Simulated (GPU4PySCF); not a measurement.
Co(CO)3(MeCN)(SiMe3) (C8H12CoNO3Si), SMILES C(#[N]->[Co](<-[C-]#[O+])(<-[C-]#[O+])(<-[C-]#[O+])[Si](C)(C)C)C, multiplicity 1.

Geometry optimised at ωB97X-D3(BJ)/def2-TZVP. The spin state was assumed, not searched. The isomer is the one that the SMILES or the coordinates give; other isomers of the formula were not compared. One conformer was computed; it need not be the lowest.

Method: PBE/def2-TZVPD (GPU4PySCF).

The total energy comes out as -2264.09911 hartree and the highest occupied level is -5.13 eV. The lowest empty level is -1.74 eV and the orbital gap comes out as 3.39 eV. The dipole moment is 6.62 D and the quadrupole, principal values (traceless, Buckingham form, about the centre of nuclear charge) comes out as -16.09, -11.12, 27.21 D·Å. The mean static polarisability is 180.0 bohr³ (26.68 Å³) and the polarisability, principal values is 161.9, 186.2, 191.9 bohr³.
